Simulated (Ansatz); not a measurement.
Match the barriers

Saddle point of AlH3Cl2O, singlet (AlHCl₂O ([OH][Al]([Cl])[Cl]) + H₂ → AlHCl₂ ([Cl][AlH][Cl]) + H₂O (still joined by a long Al–O bond); bonds formed: Al1–H6, O2–H5; bonds broken: H5–H6; bonds weakened to dative contacts: Al1–O2), PBE0-D4/def2-TZVP structure:

```
7
angstrom
Al -0.5527 -0.3229 -0.1090
O 0.7492 0.9370 -0.3088
Cl 0.0237 -2.1933 -0.8450
Cl -2.5105 0.3444 -0.3383
H 0.6592 0.5444 0.8595
H 0.0541 -0.0550 1.5025
H 1.5771 0.7453 -0.7608
```

Computed with Ansatz 0.2.0 (basis: def2-TZVPP, with def2-QZVPP for the basis limit); correlated methods freeze the cores. B3LYP uses VWN-RPA correlation. Extrapolation: Hartree–Fock as exp(−7.88 √X), correlation as X^−2.97. Four methods, as single points on the PBE0-D4 structures, gave these electronic barriers from the start structure: 19.13, 23.77, 26.10, 32.51 kcal/mol.

Q: The methods were, in alphabetical order, B3LYP-D4, BHLYP-D4, HF, PBE-D4. Which gave which? (Judge from chemistry; the calculation decides.)

A: The calculation gives: PBE-D4 19.13; B3LYP-D4 23.77; BHLYP-D4 26.10; HF 32.51 kcal/mol. For comparison, CCSD(T) at an estimated basis limit (MP2 extrapolated from triple and quadruple zeta, plus CCSD(T) − MP2 in triple zeta) gives 25.18 kcal/mol.

T1 diagnostic: at most 0.011.

Labels in which every atom is bracketed show which atoms are joined, not bond orders.

For scale, one of the runs: CCSD(T)/def2-TZVPP, 199 basis functions, launched by `ansatz run in.yaml --threads 3 --pin off --events-out ev --progress --plain --max-ram 6092MiB`. The run took 28 s on 3 CPU threads of an Intel Xeon (shared host), with 2.4 GiB of host memory at its peak.
